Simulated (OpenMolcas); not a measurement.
# I5+: RASPT2 settings compared

```json
{
 "Program": "OpenMolcas 26.06",
 "Basis": "ANO-R1 [6s5p3d1f]",
 "Scalar Hamiltonian": "X2C, finite nucleus",
 "Active space": "2 electrons in 9 orbitals (RAS2 5s 5p; RAS3 5d, at most 2 electrons)",
 "State averaging": "2S+1 = 3 even, 3 roots; 2S+1 = 1 even, 7 roots; 2S+1 = 3 odd, 3 roots; 2S+1 = 1 odd, 3 roots",
 "Spin-orbit coupling": "state interaction with AMFI integrals over the reference wave functions, term energies averaged over their components"
}
```

Methods on the same reference wave functions:
A. RASSCF
B. SS-RASPT2, IPEA 0.4 Eh, imaginary shift 0.1 Eh (closed shells correlated: 4d)
C. SS-RASPT2, IPEA 0.35 Eh, no level shift (closed shells correlated: none)
D. SS-RASPT2, IPEA 0.75 Eh, imaginary shift 0.25 Eh (closed shells correlated: none)
E. MS-RASPT2, IPEA 0.75 Eh, imaginary shift 0.25 Eh (closed shells correlated: none)
F. MS-RASPT2, IPEA 0.4 Eh, imaginary shift 0.1 Eh (closed shells correlated: 4d)

Energies in cm-1 above 5s2 1S0, the measured ground level; measured values from the list in Rauch et al., Astron. Astrophys. 606, A105 (2017).

| Level | A | B | C | D | E | F | Measured |
| --- | --- | --- | --- | --- | --- | --- | --- |
| 5s2 1S0 | 0.0 | 0.0 | 0.0 | 0.0 | 0.0 | 0.0 | 0.0 |
| 5s 5p 3P* 0 | 76538 | 80710 | 76740 | 76740 | 76740 | 81060 | 85666 |
| 5s 5p 3P* 1 | 80101 | 84090 | 80300 | 80300 | 80300 | 84440 | 89262 |
| 5s 5p 3P* 2 | 89572 | 93750 | 89780 | 89770 | 89770 | 94090 | 99685 |
| 5s 5p 1P* 1 | 126448 | 121890 | 126410 | 126410 | 126410 | 122240 | 127424 |
| 5p2 3P0 | 188767 | 189050 | 188930 | 188930 | 188930 | 189370 | 200085 |
| 5p2 1D2 [52 %] | 195981 | 199310 | 196120 | 196120 | 196120 | 199660 |  |
| 5p2 3P1 | 196099 | 196530 | 196290 | 196290 | 196290 | 196880 | 208474 |
| 5p2 3P2 [52 %] | 208210 | 210450 | 208380 | 208380 | 208380 | 210790 |  |

Deviations, from unrounded energies. A percentage is the sum of absolute deviations over the sum of measured energies, with the sign that they share, or ± where signs differ.

```json
{"Against measurement": "mean absolute deviation (cm-1)", "Levels": "6", "A": "8800", "B": "7400", "C": "8700", "D": "8700", "E": "8700", "F": "7100"}
{"Against measurement": "other configurations (%)", "Levels": "6", "A": "-6.5", "B": "-5.5", "C": "-6.4", "D": "-6.4", "E": "-6.4", "F": "-5.2"}
```

B, F lie about equally close to measurement and A furthest from it. The largest miss of F in the table is 5p2 3P1, by -12000 cm-1. The ranking rests on the paired levels alone, and a cruder setting can come out closer through cancelling errors.

Among B to F the level of the table that moves most is 5s 5p 1P* 1, by 4500 cm-1 (lowest in B, highest in E). Moves below CASPT2's spread within the term are not significant.

The lowest spin-free term lies below A's lowest term by 0.314 hartree in B, 0.001 hartree in C, 0.001 hartree in D, 0.001 hartree in E, 0.316 hartree in F.

Term energies are means over components that CASPT2 splits; among the terms shown or strongly mixed into the levels shown the widest spread is 25 cm-1 (5p2 1D, F). Active for correlation alone: 5d; no level in the range computed is led by a configuration that fills it, so any true level of that kind is missing. Some terms mix strongly with configurations of 5d, whose occupation reaches 0.15 (5p2 1D). The basis is small and was not contracted for so high a charge. Computed and measured levels are paired by configuration, term and J; levels that our copy of the source lacks, or whose pairing is in doubt (as where it misses far off the trend of its configuration), stay unpaired and out of the deviations. Only configurations of the active space appear. The table leaves out levels that lie high or whose names do not pair safely across all columns.

A share in square brackets marks a mixed level and gives the weight of the term that names it, the lowest over the columns. * marks odd parity.
